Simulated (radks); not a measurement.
Charge is removed step by step from the 5d5/2 level of Ir+, starting from [Xe] 4f14 5d(3/2: 4, 5/2: 3) 6s1. All-electron calculation, Dirac Kohn-Sham, PBE, spin-unpolarised, spherical densities, point nucleus. Program: a radial shooting solver on a logarithmic mesh with Libxc functionals.

removed (e) = 0: E - E(0) (eV) 0.000; eigenvalue (eV) -14.679; E minus straight line (eV) 0.000
removed (e) = 0.1: E - E(0) (eV) 1.521; eigenvalue (eV) -15.753; E minus straight line (eV) -0.504
removed (e) = 0.2: E - E(0) (eV) 3.151; eigenvalue (eV) -16.843; E minus straight line (eV) -0.900
removed (e) = 0.3: E - E(0) (eV) 4.891; eigenvalue (eV) -17.948; E minus straight line (eV) -1.187
removed (e) = 0.4: E - E(0) (eV) 6.741; eigenvalue (eV) -19.067; E minus straight line (eV) -1.362
removed (e) = 0.5: E - E(0) (eV) 8.704; eigenvalue (eV) -20.200; E minus straight line (eV) -1.425
removed (e) = 0.6: E - E(0) (eV) 10.782; eigenvalue (eV) -21.348; E minus straight line (eV) -1.373
removed (e) = 0.7: E - E(0) (eV) 12.974; eigenvalue (eV) -22.508; E minus straight line (eV) -1.206
removed (e) = 0.8: E - E(0) (eV) 15.284; eigenvalue (eV) -23.682; E minus straight line (eV) -0.923
removed (e) = 0.9: E - E(0) (eV) 17.711; eigenvalue (eV) -24.869; E minus straight line (eV) -0.521
removed (e) = 1: E - E(0) (eV) 20.258; eigenvalue (eV) -26.069; E minus straight line (eV) 0.000

Removing the whole electron costs 20.258 eV by Delta-SCF, against 14.679 eV from minus the eigenvalue at the starting occupation. Slater's transition state (half an electron removed) gives 20.200 eV. Integrating minus the eigenvalue over the occupation (Janak's theorem) gives 20.258 eV. The mean slope of the eigenvalue, de/dn, is 11.4 eV per electron.
